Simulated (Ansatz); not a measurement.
Species: CdTe, charge 0, singlet. CdTe (SMILES [Te]=[Cd]).
B3LYP-D3(BJ)/def2-TZVP minimum from Ansatz (a quantum-chemistry and plane-wave program):
```xyz
2

Cd     0.0000     0.0000    -1.3440
Te     0.0000     0.0000     1.2406
```
Charge 0, spin multiplicity 1.

Total energies in def2-TZVPP, 18 correlated electrons, 13 frozen orbitals. Open shells are spin-unrestricted; no spin-orbit coupling. Correlated methods leave the cores frozen (noble-gas shells, and filled d and f shells in the p block). Past Kr the def2 sets carry scalar-relativistic core potentials. Spin-orbit terms, left out, reach several kcal/mol for Br and I, and more for heavier atoms. The restricted determinant of CdTe ([Cd]=[Te], singlet) is unstable towards broken spin symmetry in at least one set run.

| method | program | energy (Eh) | minus CCSDT(Q) (mEh) |
|---|---|---|---|
| HF | Ansatz | -433.86874 | 568.88 |
| MP2 | Ansatz | -434.43493 | 2.70 |
| CCSD | Ansatz | -434.41354 | 24.08 |
| CCSD(T) | Ansatz | -434.43682 | 0.80 |
| CCSDT(Q) | Ansatz | -434.43762 | 0.00 |

Rough core times of Ansatz's runs on a shared machine: CCSD(T) under 20 s, CCSDT(Q) 5 min.
